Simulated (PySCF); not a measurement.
C3H3, SMILES [CH]1[CH][CH]1 (connectivity only; charge and spin as stated), neutral, multiplicity 2.

Geometry: B3LYP-D3(BJ)/def2-TZVP.

These are TDA-B3LYP/def2-SVPD (PySCF) values and carry that method's errors.

Vertical excitations. The molecule is in vacuum.

| state | energy (eV) | λ (nm) | f | main pairs |
|---|---|---|---|---|
| root 1 | 2.34 | 530 | 0.006 | α HOMO→LUMO 96 % |
| root 2 | 4.54 | 273 | 0.001 | α HOMO→LUMO+1 96 % |
| root 3 | 4.78 | 259 | 0.000 | α HOMO→LUMO+2 98 % |
| root 4 | 4.86 | 255 | 0.018 | α HOMO→LUMO+3 96 % |
| root 5 | 5.55 | 223 | 0.002 | β HOMO→LUMO 94 % |
| root 6 | 6.07 | 204 | 0.000 | α HOMO−1→LUMO 53 %, β HOMO→LUMO+1 45 % |
| root 7 | 6.15 | 202 | 0.002 | α HOMO−2→LUMO 46 %, β HOMO−1→LUMO+1 47 % |
| root 8 | 6.23 | 199 | 0.009 | α HOMO→LUMO+4 98 % |
| root 9 | 6.39 | 194 | 0.034 | β HOMO−1→LUMO 92 % |
| root 10 | 6.57 | 189 | 0.000 | α HOMO−1→LUMO 46 %, β HOMO→LUMO+1 52 % |
Unrestricted roots are not spin-pure.
